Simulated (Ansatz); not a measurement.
1-bromo-1,1-difluoroethane (C2H3BrF2), SMILES FC(C)(F)Br.

The structure is a stationary point at PBE0-D3(BJ)/def2-SVP.

Two levels are set side by side: PBE/def2-SVPD (Ansatz, an electronic-structure program) and CAM-B3LYP/def2-SVPD (Ansatz). Energy differences of separate SCF runs at the same geometry; the states with an electron removed or added have multiplicity 2 and 2. Differences are taken from unrounded values.

```
quantity                           CAM-B3LYP    PBE  PBE minus CAM-B3LYP
---------------------------------  ---------  -----  -------------------
vertical ionisation energy (eV)        11.25  10.94                -0.31
vertical singlet–triplet gap (eV)       5.67   5.63                -0.04
```
